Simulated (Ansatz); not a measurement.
Consider the atomization: `C[O][Ge][SH]` → C• + Ge• + 4 H• + O• + S•.

Isolated molecules relaxed with PBE0-D4/def2-TZVP in Ansatz; ΔE leaves out vibrations. CCSD(T)/CBS is the MP2 limit (def2-TZVPP, def2-QZVPP) plus CCSD(T) − MP2 in def2-TZVPP, frozen cores. This one scheme is used for every species, atoms too. Functionals use def2-TZVPP. Open shells (•) are unrestricted, without spin–orbit coupling. Spin–orbit coupling would lower the free atoms: a little for C, O, S; clearly for Ge. For Ge outer-core shells are correlated without core-valence functions, so the limit isn't a true one: a few kJ/mol of doubt a bond, and 10 to 20 or more in all where bonds break to atoms. Scalar relativity is left out up to krypton. One conformer a species, not always the lowest.

`C[O][Ge][SH]`:

Cartesian coordinates in Å:
```
C -0.110 1.012 0.065
O -0.408 0.192 1.164
Ge -0.322 -1.573 1.367
S 0.418 -2.289 -0.653
H 0.941 0.923 -0.235
H -0.742 0.778 -0.800
H -0.295 2.050 0.351
H 0.517 -1.094 -1.258
```

Task: What is ΔE at CCSD(T)/CBS? (An estimate is asked.)

Result: The calculation gave: +2767.9 kJ/mol.

Task: What do these levels give: revPBE-D4, BLYP-D4, B97M-V, CAM-B3LYP-D4, B2PLYP, PBE, PBE0, HF/def2-SVP, CCSD(T)/def2-SVP, SCS-MP2/def2-QZVPP, HF/CBS(def2), MP2/CBS(def2)? (Estimate.)

Result: Computed: revPBE-D4 2756.4, BLYP-D4 2778.3, B97M-V 2780.2, CAM-B3LYP-D4 2761.4, B2PLYP 2725.4, PBE 2812.7, PBE0 2737.9, HF/def2-SVP 1898.3, CCSD(T)/def2-SVP 2566.0, SCS-MP2/def2-QZVPP 2766.0, HF/CBS(def2) 1902.2, MP2/CBS(def2) 2812.6 kJ/mol.

Largest T1 diagnostic among the species: 0.015.

At CCSD(T), def2-SVP lies −201.8 kJ/mol from the extrapolated value and def2-TZVPP −84.7 kJ/mol: correlation converges slowly with the basis, and small sets miss more of it in the bonded molecule than in its fragments. From r2SCAN to r2SCAN0 (25 % exact exchange), in def2-TZVPP and without D4, ΔE moves by −67.4 kJ/mol: exact exchange takes away binding that semilocal exchange gives to molecules.

For atomizations the MP2-based limit and the directly extrapolated one differ by several kJ/mol either way, and by 10 to 25 for some Ge, Se and Sn compounds, so smaller differences from it don't rank the levels.
